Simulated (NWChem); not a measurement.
System: GaI₂, doublet; SMILES [I][Ga][I]

The following NWChem deck was run.

```
start job
memory heap 200 mb stack 900 mb global 1100 mb
geometry units angstroms noautoz
  Ga     0.000000     0.000000     0.965008
  I     -2.214714     0.000000    -0.268510
  I      2.214714     0.000000    -0.268510
end
basis spherical
  Ga library def2-svp
  I library def2-svp
end
ecp
  I library def2-ecp
end
dft
  odft
  mult 2
  xc b3lyp
  iterations 150
  mulliken
end
task dft energy
```

In the optimisation the excess spin sits in a1 (C2v, its own frame). All runs use the structure optimised with PBE0/def2-SVP, spin-unrestricted. This spin state was assumed; another may lie lower. No stability test was run on the SCF state. def2 effective core potentials on I; no spin-orbit coupling.

Q: Predict the main results of this run. (B3LYP/def2-SVP with def2 effective core potentials on I, spin-unrestricted.) Quantities: energy (Ha); highest occupied level (eV); lowest empty minus highest occupied level, either spin (eV); dipole (D); <S²>.

A: 
```
Item                                                            Value
-----------------------------------------------------------  --------
energy (Ha)                                                  -2520.33
highest occupied level (eV)                                     -6.25
lowest empty minus highest occupied level, either spin (eV)      1.92
dipole (D)                                                       1.11
<S²>                                                            0.753
```
